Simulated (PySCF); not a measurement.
Level of theory: M06-2X/def2-TZVP (PySCF 2.14.0). Isolated molecules, 0 K electronic values unless said otherwise. 

Reference species (SMILES): `CS(B)=O` (neutral, multiplicity 1).

```json
{
  "HOMO–LUMO gap": "7.80 eV",
  "HOMO": "-7.97 eV"
}
```

Changed species: `B` (X = H; the reference has X = methylsulfinyl).

**Question.** Predict the effect on the HOMO–LUMO gap and HOMO.

**Answer.** the HOMO–LUMO gap rises by 2.46 eV, to 10.26 eV; the HOMO drops by 3.29 eV, to -11.26 eV.
